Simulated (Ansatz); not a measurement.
One change: `NC(N)(F)S` becomes `NC(F)([SiH3])S`.

Ansatz, PBE0-D4/def2-TZVP geometries, multiplicity 1. Each molecule was computed in one conformer, which needn't be the lowest.

| property | `NC(N)(F)S` |
| --- | --- |
| LUMO energy (PBE/def2-TZVPP) / eV | -0.64 |
| LUMO energy (ωB97M-V/def2-TZVPP) / eV | 2.12 |
| size of the dipole moment (PBE/def2-TZVPP) / D | 2.01 |
| HOMO–LUMO gap (ωB97M-V/def2-TZVPP) / eV | 11.62 |
| LUMO energy (B3LYP/def2-TZVPP) / eV | 0.09 |
| zero-point energy (PBE0-D4/def2-TZVP) / kJ/mol | 192.3 |

Q: Give the same properties after the change, and the shifts. (An estimate is asked.)

A: Ansatz gave: 
```tsv
property	`NC(F)([SiH3])S`	shift
LUMO energy (PBE/def2-TZVPP) / eV	-1.06	-0.42
LUMO energy (ωB97M-V/def2-TZVPP) / eV	1.71	-0.41
size of the dipole moment (PBE/def2-TZVPP) / D	1.98	-0.03
HOMO–LUMO gap (ωB97M-V/def2-TZVPP) / eV	11.12	-0.50
LUMO energy (B3LYP/def2-TZVPP) / eV	-0.34	-0.43
zero-point energy (PBE0-D4/def2-TZVP) / kJ/mol	185.6	-6.7
```

The zero-point energy changes by -6.7 kJ/mol with +3 modes. Dipoles are sizes alone; their direction can turn.

Positive LUMOs are unbound, so they and the gaps depend on the basis.

B3LYP here is the variant with VWN-RPA as its local correlation; programs differ in this.
